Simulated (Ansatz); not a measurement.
C4H4ClF, SMILES C1[C@@H](CC=1Cl)F.

The structure is a stationary point at TPSSh-D3(BJ)/def2-SVP. The structure was generated by enumeration; whether it is a known compound was not checked.

Two levels are set side by side: PBE/def2-SVPD (Ansatz, a program for electronic structure) and CAM-B3LYP/def2-SVPD (Ansatz). Energy differences of separate SCF runs at the same geometry; the states with an electron removed or added have multiplicity 2 and 2. Differences are taken from unrounded values.

| quantity | PBE |
|---|---|
| vertical ionisation energy (eV) | 9.61 |
| vertical singlet–triplet gap (eV) | 4.11 |

Problem. These are the PBE values. What does CAM-B3LYP give? (Estimate from the structure and the level; the computed values follow.)

Solution. 
```json
[
 {"quantity": "vertical ionisation energy (eV)", "CAM-B3LYP": "9.88", "PBE minus CAM-B3LYP": "-0.28"},
 {"quantity": "vertical singlet–triplet gap (eV)", "CAM-B3LYP": "4.07", "PBE minus CAM-B3LYP": "0.04"}
]
```
